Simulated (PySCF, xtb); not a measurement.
Al(I)(OH)(OMe) (CH4AlIO2), SMILES C[O][Al]([OH])[I].

GFN2-xTB run with xtb at its own geometry gives an orbital gap of 3.99 eV and a dipole moment of 5.45 D.

Coordinates come from a B3LYP-D3(BJ)/def2-SVP optimisation. The structure was generated by enumeration; whether it is a known compound was not checked. The def2 effective core potentials stand for the cores of I; spin–orbit coupling is left out. The values are those of a single conformer.

### Question
What does PySCF with PBE0/def2-TZVP give? (The exact figures need the calculation; the answer reports its results.)

### Answer
gap 6.90 eV (levels -7.80 and -0.90 eV), dipole 1.91 D.
